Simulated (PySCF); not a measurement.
## Identify the compound

The spectra below were simulated for a compound C₈H₁₈.

$^{1}$H NMR (300 MHz, computed): δ 0.87 (s, 18H).

$^{13}$C{$^{1}$H} NMR (computed): δ 34.6 (2C), 26.8 (6C).

PySCF 2.14.0 with density-fitted response routines calculation with coordinates at the PBE0-D3(BJ)/def2-SVP level and NMR shieldings at PBE0/pcSseg-1/GIAO; no solvent, one conformer, one averaged value for each set of equivalent atoms, relativity neglected.

References, each an isolated molecule treated in the same way: TMS for $^{1}$H (σref 31.27) and $^{13}$C (σref 184.41).

Question: Deduce the structure.

Answer: 
1. The formula gives 0 degrees of unsaturation.
2. 2 carbon signals for 8 carbons: some carbons are equivalent by symmetry or fast rotation.
3. Carbon types of the structure: 2 × C, 6 × CH3, which accounts for all hydrogens.
4. δC 34.6: quaternary sp3 carbon; saturated and bonded to C and H only.
5. δC 26.8: methyl carbon; a saturated carbon with 1 carbon neighbour and no heteroatom attached.
6. δH 0.87: hydrogen on a methyl carbon; far from electronegative atoms and π systems.

Structure: tetramethylbutane.

This is the structure that produced the data.

Shifts are as computed. Against solution values, carbons near 30 ppm lie about +2 ppm off and those near 130 ppm about +5 ppm. Of 1211 compounds with measured shifts, 218 miss one by over three times the rms of a fit or turn the order of signals round; such compounds aren't used in these exercises.
